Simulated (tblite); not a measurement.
C7H11 (doublet state).
Numbering: `[CH2:1]1[CH2:2][CH:3]([C:4]2[CH2:5][CH2:6]2)[CH2:7]1` (hydrogens: H8, H9 on C1; H10, H11 on C2; H12 on C3; H13, H14 on C5; H15, H16 on C6; H17, H18 on C7)

Computed geometry: GFN2-xTB, gas phase. This method treats the open shell by occupation alone, without spin polarisation.

Problem. Give the optimised bond lengths and angles.

Solution. 
| bond | length (Å) |
| --- | --- |
| C1–C2, C1–C7 | 1.533 |
| C2–C3 | 1.567 |
| C3–C4 | 1.457 |
| C4–C5, C4–C6 | 1.465 |
| C5–C6 | 1.520 |
| C3–C7 | 1.542 |
| C1–H8 | 1.088 |
| C1–H9 | 1.088 |
| C2–H10, C7–H18 | 1.088 |
| C2–H11, C7–H17 | 1.087 |
| C3–H12 | 1.094 |
| C5–H13 and 3 like bonds | 1.084 |

Bonds in one row agree within 0.01 Å and their mean is given. A selection of angles:
| angle | degrees |
| --- | --- |
| C2–C1–C7 | 89.8 |
| C2–C1–H8 | 112.4 |
| C2–C1–H9 | 116.1 |
| C7–C1–H8 | 112.5 |
| H8–C1–H9 | 108.9 |
| C1–C2–C3 | 88.9 |
| C1–C2–H10 | 112.9 |
| C1–C2–H11 | 117.0 |
| C3–C2–H10 | 111.9 |
| C3–C2–H11 | 115.5 |
| H10–C2–H11 | 109.4 |
| C2–C3–C4 | 118.1 |
| C2–C3–C7 | 88.2 |
| C2–C3–H12 | 109.6 |
| C4–C3–H12 | 110.0 |
| C7–C3–H12 | 111.7 |
| C3–C4–C5 | 134.7 |
| C5–C4–C6 | 62.5 |
| C4–C5–C6 | 58.8 |
| C4–C5–H13 | 119.3 |
| C6–C5–H13 | 117.4 |
| C6–C5–H14 | 119.3 |
| H13–C5–H14 | 112.7 |
| H15–C6–H16 | 112.5 |
| C1–C7–H17 | 116.4 |

Torsions: C7–C1–C2–C3 14° (synperiplanar); C1–C2–C3–C4 -134° (anticlinal); C2–C3–C4–C5 -51° (synclinal); C3–C4–C5–C6 127° (anticlinal); C2–C3–C7–C1 14° (synperiplanar); C2–C1–C7–C3 -14° (synperiplanar); C3–C4–C6–C5 -127° (anticlinal). The mirror-image conformer, all signs reversed, is as good.

The C–C distances run from 1.457 Å (C3–C4, drawn single) to 1.567 Å (C2–C3, drawn single), a spread of 0.110 Å. Of the pairs four or more bonds apart, C6···H10 is among the closest relative to their van der Waals radii: 2.97 Å, 103 % of the sum of Bondi's values. The 3-membered ring C4–C5–C6 has internal angles of 58.7° to 62.5°. C4 (carbon bonded to 3 C) is pyramidal (angles 134.8°, 134.7° and 62.5°, sum 332.0°, 0.40 Å off the plane of its three neighbours). The 4-membered ring C1–C2–C3–C7 has internal angles of 88.2° to 89.8°; it is puckered, 0.09 Å rms from its mean plane, widest ring torsion 14°.

Point group: C1 (no symmetry element, even within 0.4 Å). Its GFN2-xTB frequencies are all real (lowest 51 cm⁻¹). 2 starts were optimised and ended at 0.00 and 1.57 kcal/mol (GFN2-xTB); the lowest of these is shown.
